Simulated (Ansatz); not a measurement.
`C#[C][Ge]([F])([F])[O]C` + HCl → `C#[C][Ge]([F])([F])[Cl]` + CH₃OH at 298.15 K and 1 bar (ligand exchange at a Ge–O bond).

Computed with Ansatz on PBE0-D4/def2-TZVP structures; ΔE is electronic, products minus reactants. CCSD(T)/CBS adds triple-zeta CCSD(T) − MP2 to the extrapolated MP2 energy (def2 sets, frozen cores). This one scheme is used for every species. For Ge outer-core shells are correlated without core-valence functions, which leaves a few kJ/mol of doubt a bond. Scalar relativity is left out up to krypton. One conformer a species, not always the lowest.

```json
{"species": "`C#[C][Ge]([F])([F])[O]C`", "CCSD(T)/CBS energy (Eh)": "-2467.46815", "H − E (kJ/mol)": "201.2", "S (J/(mol·K))": "404.9"}
{"species": "HCl", "CCSD(T)/CBS energy (Eh)": "-460.38127", "H − E (kJ/mol)": "26.6", "S (J/(mol·K))": "186.8"}
{"species": "`C#[C][Ge]([F])([F])[Cl]`", "CCSD(T)/CBS energy (Eh)": "-2812.23968", "H − E (kJ/mol)": "89.0", "S (J/(mol·K))": "366.2"}
{"species": "CH₃OH", "CCSD(T)/CBS energy (Eh)": "-115.61712", "H − E (kJ/mol)": "146.3", "S (J/(mol·K))": "238.2"}
```

H − E and S are ideal-gas, rigid-rotor, harmonic terms from PBE0-D4/def2-TZVP, for one conformer and one mirror image of each species. 1 Eh = 2625.50 kJ/mol, R = 8.31446 J/(mol·K).

Question: By hand: ΔE, ΔH, ΔS and ΔG.

Answer: ΔE = (-2812.23968) + (-115.61712) − (-2467.46815) − (-460.38127) = -0.00738 Eh = -19.4 kJ/mol. Δ(H − E) = 89.0 + 146.3 − 201.2 − 26.6 = 7.5, so ΔH = -11.9 kJ/mol. ΔS = 366.2 + 238.2 − 404.9 − 186.8 = 12.7 J/(mol·K). ΔG = -11.9 − 298.15 × (12.7)/1000 = -15.7 kJ/mol.

Question: By hand: the equilibrium constant, and the temperature at which ΔG would vanish if ΔH and ΔS stayed fixed.

Answer: log₁₀ K = −ΔG/(RT ln 10) = 2.8. ΔH and −TΔS have one sign here, so there is no such temperature.

The number of gas molecules stays the same, so ΔS is small and ΔH decides. A doubt of 5 kJ/mol in ΔE shifts log₁₀ K by 0.9 here. Other conformers and mirror images would add mixing entropy, several J/(mol·K) or more a flexible species. Modes under 60 cm⁻¹, often nearly free rotors, make the harmonic entropy too high. These are equilibria of isolated gas molecules and say nothing of rates. Largest T1 diagnostic: 0.013 (customary marks: 0.02 for closed shells, 0.045 for open ones).

ΔS is within the doubt of such terms, so its sign, and with it that verdict, could turn.
